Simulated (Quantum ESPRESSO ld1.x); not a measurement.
The run below uses ld1.x (Quantum ESPRESSO 7.5).

```
 &input
    zed=47.0,
    iswitch=1,
    rel=1,
    dft='PZ',
    config='[Ar] 3d10 4s2 4p1',
    verbosity='high',
    prefix='ld1',
    max_out_wfc=37,
    file_charge='ld1.rho',
 /
```

Command: `OMP_NUM_THREADS=1 ld1.x < ld1.in > ld1.out`

It prints:

```
     Program LD1 v.7.5 starts

     --------------------------- All-electron run ----------------------------

     scalar relativistic calculation

     atomic number is 47.00
     dft =PZ   lsd =0 sic =0 latt =0  beta=0.20 tr2=1.0E-14
     Exchange-correlation= PZ
                           (   1   1   0   0   0   0   0)
     mesh =2057 r(mesh) =  99.27089 a.u. xmin = -8.00 dx = 0.00800
     1 Ry =  13.60569312 eV, c = 137.03599908

     n l     nl                  e(Ry)          e(Ha)          e(eV)
     1 0     1S 1( 2.00)   -1889.740011220    -944.870005610 -25711.2226749
     2 0     2S 1( 2.00)    -303.655804025    -151.827902013  -4131.4476846
     2 1     2P 1( 6.00)    -275.697930360    -137.848965180  -3751.0614351
     3 0     3S 1( 2.00)     -78.678304940     -39.339152470  -1070.4728725
     3 1     3P 1( 6.00)     -69.471595838     -34.735797919   -945.2092137
     3 2     3D 1(10.00)     -55.023679632     -27.511839816   -748.6352996
     4 0     4S 1( 2.00)     -31.904356361     -15.952178181   -434.0808819
     4 1     4P 1( 1.00)     -28.749614999     -14.374807499   -391.1584391

     final scf error:  2.8E-15 reached in  17 iterations

     Etot =  -10428.855361 Ry,   -5214.427680 Ha, -141891.805663 eV

     Ekin =   10839.981442 Ry,    5419.990721 Ha,  147485.460955 eV
     Encl =  -24264.343546 Ry,  -12132.171773 Ha, -330133.212117 eV
     Eh   =    3256.097625 Ry,    1628.048812 Ha,   44301.465062 eV
     Exc  =    -260.590881 Ry,    -130.295441 Ha,   -3545.519563 eV

     normalization and overlap integrals

     s(1S/1S) =  1.000000  <r> =   0.0311  <r2> =    0.0013  r(max) =   0.0201
     s(1S/2S) = -0.011530
     s(1S/3S) = -0.004810
     s(1S/4S) = -0.002416
     s(2S/2S) =  1.000000  <r> =   0.1349  <r2> =    0.0215  r(max) =   0.1142
     s(2S/3S) = -0.002936
     s(2S/4S) = -0.001419
     s(2P/2P) =  1.000000  <r> =   0.1176  <r2> =    0.0169  r(max) =   0.0913
     s(2P/3P) = -0.002406
     s(2P/4P) = -0.001130
     s(3S/3S) =  1.000000  <r> =   0.3657  <r2> =    0.1528  r(max) =   0.3308
     s(3S/4S) = -0.000941
     s(3P/3P) =  1.000000  <r> =   0.3635  <r2> =    0.1532  r(max) =   0.3230
     s(3P/4P) = -0.000825
     s(3D/3D) =  1.000000  <r> =   0.3388  <r2> =    0.1361  r(max) =   0.2709
     s(4S/4S) =  1.000000  <r> =   0.8016  <r2> =    0.7206  r(max) =   0.7663
     s(4P/4P) =  1.000000  <r> =   0.8322  <r2> =    0.7809  r(max) =   0.7976

     ------------------------ End of All-electron run ------------------------
```

Run on one thread of a shared host, so times are rough (Intel(R) Xeon(R) Processor @ 2.60GHz): 0.51 s of CPU time, 1.4 s wall, 17 iterations on 2057 mesh points.
